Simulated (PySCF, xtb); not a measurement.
W(O)2(Cl)(SH) (ClHO2SW), SMILES [O]=[W](=[O])([SH])[Cl], multiplicity 1.

GFN2-xTB (xtb) at its own geometry gives an orbital gap of 3.29 eV and a dipole moment of 3.79 D.

The structure is a stationary point at B3LYP-D3(BJ)/def2-SVP. The spin state was assumed, not searched. The structure was generated by enumeration; whether it is a known compound was not checked. The def2 effective core potentials stand for the cores of W; spin–orbit coupling is left out. The values are those of a single conformer.

Task: What does ωB97X/def2-TZVP (PySCF) give? (Estimate from the structure and the level; the computed values follow.)

Result: gap 9.89 eV (levels -11.08 and -1.19 eV), dipole 2.57 D.
